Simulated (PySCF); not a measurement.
Cost of one run: shielding job, `CCO[SiH2]NC1CC1`.

Method: GIAO PBE0/pcSseg-1 NMR shielding, non-relativistic, gas phase (PySCF 2.14.0, density-fitted response routines). Geometry: GFN2-xTB. Work: shieldings, ring-centre shieldings, charges and field gradients, density fitting. The input is one job of a driver script: a line of settings, then coordinates in Å.

Command:
```bash
OMP_NUM_THREADS=1 python probes_run.py task.json out
```

Input:
```
{"job": {"kind": "nmr", "xc": "PBE0", "basis": "pcSseg-1"}, "charge": 0, "multiplicity": 1}
C      3.579495     0.482311    -0.125667
C      2.335788     0.906775     0.641130
O      1.150708     0.612010    -0.033435
Si     0.638206    -0.802904    -0.629096
N     -0.961284    -0.422116    -1.117837
C     -1.939637     0.146998    -0.255363
C     -3.338208     0.363584    -0.737558
C     -3.060024    -0.680652     0.310816
H      3.567034     0.918429    -1.120807
H      4.471425     0.814211     0.398757
H      3.603156    -0.599877    -0.223150
H      2.326568     0.418166     1.624553
H      2.343561     1.991799     0.796116
H      0.775869    -1.849714     0.399580
H      1.327577    -1.215976    -1.852239
H     -1.377335    -1.037084    -1.798947
H     -1.499267     0.898922     0.384446
H     -3.588158     0.022215    -1.731281
H     -3.857193     1.262976    -0.443470
H     -3.386834    -0.495908     1.322199
H     -3.120368    -1.717219     0.013909
```

Hardware: Arm Neoverse N1, one thread, shared host with 64 logical CPUs at a one-minute load of 55. PySCF's memory limit was set to 1040 MB.

The basis has 208 functions.

Estimate the wall time.

About 65 s. The SCF took 13 cycles.

Estimate the peak memory.

About 0.94 GiB. Peak memory is the resident size of the whole Python process, interpreter and libraries included.

The SCF part of the output:
```
coarse grid: 17264 points
cycle   1  E = -617.1061106296  dE =  1.064e+00  |g| = 7.639e-01  |ddm| = 3.973e+00
cycle   2  E = -616.9730819908  dE =  1.330e-01  |g| = 1.135e+00  |ddm| = 1.700e+00
cycle   3  E = -617.2205710163  dE = -2.475e-01  |g| = 1.192e-01  |ddm| = 1.169e+00
cycle   4  E = -617.2230225696  dE = -2.452e-03  |g| = 4.409e-02  |ddm| = 1.113e-01
cycle   5  E = -617.2234470424  dE = -4.245e-04  |g| = 7.773e-03  |ddm| = 3.906e-02
cycle   6  E = -617.2234570845  dE = -1.004e-05  |g| = 3.583e-03  |ddm| = 9.914e-03
cycle   7  E = -617.2234597432  dE = -2.659e-06  |g| = 5.069e-04  |ddm| = 3.181e-03
final grid: 160008 points
cycle   8  E = -617.2794669547  dE = -4.101e-05  |g| = 1.163e-02  |ddm| = 3.246e-02
cycle   9  E = -617.2794451255  dE =  2.183e-05  |g| = 1.586e-02  |ddm| = 1.986e-02
cycle  10  E = -617.2794957325  dE = -5.061e-05  |g| = 1.500e-03  |ddm| = 1.159e-02
cycle  11  E = -617.2794961888  dE = -4.563e-07  |g| = 1.965e-04  |ddm| = 1.378e-03
cycle  12  E = -617.2794961960  dE = -7.225e-09  |g| = 6.255e-05  |ddm| = 2.464e-04
cycle  13  E = -617.2794961968  dE = -7.933e-10  |g| = 1.857e-05  |ddm| = 7.650e-05
converged SCF energy = -617.2794961968
```

On the final grid dE counts from the start density on that grid.

Other jobs ran on the host; a repeat could differ by tens of per cent or more.
